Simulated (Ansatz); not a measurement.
Born–Oppenheimer molecular dynamics of BrCl3H2Si (7 atoms, charge 0, multiplicity 1). It starts at the highest image of a converged band, a first-order saddle point between two minima.

All numbers below come from RKS LDA/def2-SVP (Ansatz 0.2.0).

| Property | Result |
| --- | --- |
| ensemble | NVE (velocity Verlet) |
| time step | 0.5 fs |
| steps asked | 200 |
| starting velocities drawn for | 100 K |
| seed | 11658 |

Frames 0.5 fs apart, positions in Å, forces in eV/Å.

Velocities at 40 fs (Å/ps):

```
Si -8.66 0.46 -1.41
H 34.04 -14.99 32.02
Cl -6.39 0.54 3.41
Cl 0.40 0.96 -0.43
Cl 0.29 -1.49 -0.23
Br 4.76 0.24 -1.76
H 30.43 -17.50 50.36
```

```xyz
7
Properties=species:S:1:pos:R:3:forces:R:3 time_fs=40 energy_less_start_eV=-0.581 T=999
Si -0.522 -0.017 -0.049 0.63 0.12 -0.27
H 0.935 -0.359 2.342 0.17 0.00 -0.08
Cl 1.655 0.049 -0.169 -1.42 -0.21 0.78
Cl -0.762 1.796 -0.922 -0.27 0.32 -0.50
Cl -0.807 -1.826 -0.923 0.00 -0.17 -0.38
Br -2.473 0.008 1.160 1.18 -0.02 0.24
H 0.190 -0.482 2.524 -0.29 -0.04 0.21
7
Properties=species:S:1:pos:R:3:forces:R:3 time_fs=40.5 energy_less_start_eV=-0.590 T=1012
Si -0.526 -0.017 -0.050 0.69 0.12 -0.28
H 0.953 -0.367 2.358 0.02 -0.02 -0.05
Cl 1.652 0.050 -0.168 -1.43 -0.21 0.80
Cl -0.762 1.796 -0.922 -0.28 0.33 -0.51
Cl -0.807 -1.827 -0.923 -0.01 -0.17 -0.39
Br -2.470 0.008 1.159 1.15 -0.02 0.27
H 0.204 -0.491 2.550 -0.14 -0.01 0.16
7
Properties=species:S:1:pos:R:3:forces:R:3 time_fs=41 energy_less_start_eV=-0.598 T=1025
Si -0.530 -0.017 -0.051 0.74 0.11 -0.30
H 0.970 -0.374 2.374 -0.14 -0.04 -0.01
Cl 1.649 0.050 -0.166 -1.43 -0.22 0.81
Cl -0.762 1.797 -0.922 -0.28 0.34 -0.52
Cl -0.806 -1.827 -0.924 -0.01 -0.17 -0.39
Br -2.468 0.008 1.158 1.11 -0.02 0.29
H 0.219 -0.500 2.576 0.03 0.01 0.11
7
Properties=species:S:1:pos:R:3:forces:R:3 time_fs=41.5 energy_less_start_eV=-0.604 T=1035
Si -0.534 -0.017 -0.051 0.79 0.10 -0.32
H 0.987 -0.382 2.389 -0.29 -0.07 0.03
Cl 1.645 0.050 -0.164 -1.44 -0.22 0.82
Cl -0.762 1.797 -0.923 -0.29 0.35 -0.53
Cl -0.806 -1.828 -0.924 -0.02 -0.17 -0.40
Br -2.465 0.008 1.157 1.07 -0.02 0.32
H 0.234 -0.509 2.602 0.18 0.04 0.06
7
Properties=species:S:1:pos:R:3:forces:R:3 time_fs=42 energy_less_start_eV=-0.611 T=1045
Si -0.539 -0.016 -0.052 0.85 0.09 -0.34
H 1.003 -0.390 2.405 -0.41 -0.09 0.06
Cl 1.642 0.050 -0.162 -1.44 -0.22 0.83
Cl -0.762 1.798 -0.923 -0.30 0.36 -0.53
Cl -0.806 -1.829 -0.924 -0.03 -0.17 -0.40
Br -2.463 0.009 1.157 1.03 -0.02 0.35
H 0.248 -0.517 2.628 0.30 0.06 0.02
7
Properties=species:S:1:pos:R:3:forces:R:3 time_fs=42.5 energy_less_start_eV=-0.617 T=1055
Si -0.543 -0.016 -0.053 0.90 0.08 -0.36
H 1.018 -0.398 2.421 -0.48 -0.10 0.09
Cl 1.638 0.050 -0.160 -1.44 -0.23 0.84
Cl -0.762 1.799 -0.923 -0.31 0.36 -0.54
Cl -0.806 -1.830 -0.924 -0.03 -0.17 -0.40
Br -2.460 0.009 1.156 0.99 -0.02 0.38
H 0.264 -0.526 2.654 0.37 0.07 -0.01
7
Properties=species:S:1:pos:R:3:forces:R:3 time_fs=43 energy_less_start_eV=-0.624 T=1066
Si -0.547 -0.016 -0.054 0.95 0.07 -0.38
H 1.033 -0.406 2.438 -0.50 -0.10 0.10
Cl 1.634 0.051 -0.158 -1.44 -0.23 0.86
Cl -0.762 1.799 -0.924 -0.32 0.37 -0.55
Cl -0.806 -1.830 -0.925 -0.04 -0.17 -0.40
Br -2.458 0.009 1.155 0.95 -0.02 0.41
H 0.281 -0.534 2.681 0.39 0.08 -0.03
7
Properties=species:S:1:pos:R:3:forces:R:3 time_fs=43.5 energy_less_start_eV=-0.632 T=1078
Si -0.550 -0.015 -0.055 1.00 0.06 -0.40
H 1.046 -0.414 2.454 -0.46 -0.09 0.09
Cl 1.631 0.051 -0.156 -1.44 -0.23 0.87
Cl -0.761 1.800 -0.924 -0.32 0.38 -0.56
Cl -0.806 -1.831 -0.925 -0.04 -0.17 -0.41
Br -2.455 0.009 1.154 0.90 -0.02 0.44
H 0.298 -0.543 2.707 0.36 0.07 -0.04
7
Properties=species:S:1:pos:R:3:forces:R:3 time_fs=44 energy_less_start_eV=-0.640 T=1091
Si -0.554 -0.015 -0.056 1.05 0.05 -0.42
H 1.057 -0.423 2.471 -0.38 -0.07 0.06
Cl 1.627 0.051 -0.154 -1.43 -0.24 0.88
Cl -0.761 1.800 -0.925 -0.33 0.39 -0.56
Cl -0.806 -1.832 -0.925 -0.05 -0.16 -0.41
Br -2.453 0.009 1.153 0.86 -0.02 0.47
H 0.317 -0.551 2.733 0.28 0.06 -0.02
7
Properties=species:S:1:pos:R:3:forces:R:3 time_fs=44.5 energy_less_start_eV=-0.649 T=1104
Si -0.558 -0.015 -0.057 1.10 0.04 -0.44
H 1.068 -0.432 2.487 -0.25 -0.05 0.02
Cl 1.623 0.051 -0.152 -1.43 -0.24 0.89
Cl -0.761 1.801 -0.925 -0.34 0.39 -0.57
Cl -0.806 -1.833 -0.925 -0.06 -0.16 -0.41
Br -2.450 0.009 1.153 0.81 -0.02 0.50
H 0.336 -0.559 2.759 0.16 0.03 0.02
7
Properties=species:S:1:pos:R:3:forces:R:3 time_fs=45 energy_less_start_eV=-0.656 T=1115
Si -0.562 -0.015 -0.058 1.15 0.03 -0.46
H 1.079 -0.441 2.504 -0.10 -0.02 -0.04
Cl 1.618 0.051 -0.149 -1.42 -0.24 0.90
Cl -0.761 1.802 -0.926 -0.35 0.40 -0.58
Cl -0.805 -1.834 -0.926 -0.06 -0.16 -0.41
Br -2.447 0.009 1.152 0.77 -0.02 0.53
H 0.355 -0.566 2.785 0.01 0.01 0.07
7
Properties=species:S:1:pos:R:3:forces:R:3 time_fs=45.5 energy_less_start_eV=-0.663 T=1126
Si -0.565 -0.014 -0.059 1.20 0.03 -0.49
H 1.089 -0.450 2.521 0.05 0.01 -0.10
Cl 1.614 0.051 -0.147 -1.41 -0.24 0.91
Cl -0.761 1.803 -0.926 -0.35 0.40 -0.58
Cl -0.805 -1.835 -0.926 -0.07 -0.15 -0.42
Br -2.445 0.009 1.151 0.72 -0.02 0.56
H 0.375 -0.574 2.811 -0.14 -0.02 0.12
```

Of the whole run (100 fs, mean temperature of the second half 1711 K): The conserved energy stayed within 0.018 meV per atom of its start (net change 0.0066 meV per atom), so the integration is sound. The kinetic energy rose, since the run started high on the potential surface and went downhill. It ends in pieces (BrCl3Si + H2), so much of that is their flight and rotation, not heat. A run of 0.1 ps of so small a system gives no equilibrium averages. The orbitals stay closed-shell, which can raise the energy where a bond breaks towards radicals; this wasn't checked here.

Run time: 2.5 min on 4 threads of Arm Neoverse V2, with other jobs on the host, peak memory 0.18 GiB.
